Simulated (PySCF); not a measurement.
A structure optimised at PBE-D3(BJ)/def2-SVP, used in a PySCF frequency run:

```
Si
F 1 1.6404
O 1 1.6630 2 109.13
Si 3 1.6814 1 139.38 2 76.72
H 1 1.4929 2 107.78 3 -115.73
H 4 1.4996 3 107.54 1 174.28
H 4 1.5034 6 109.75 3 -120.31
H 4 1.5052 6 109.56 7 -119.79
C 1 1.8626 5 115.05 2 118.63
C 9 1.3491 1 121.92 5 -118.70
H 10 1.1035 9 121.22 1 0.77
H 10 1.1039 11 116.52 9 179.95
H 9 1.1063 10 118.81 11 -179.95
```

Problem. Write its SMILES and formula.

Solution. C=C[Si@@H](F)O[SiH3], C2H7FOSi2

Problem. What are its rotational constants (standard atomic weights)?

Solution. 3.3169, 1.4091, 1.1845 GHz
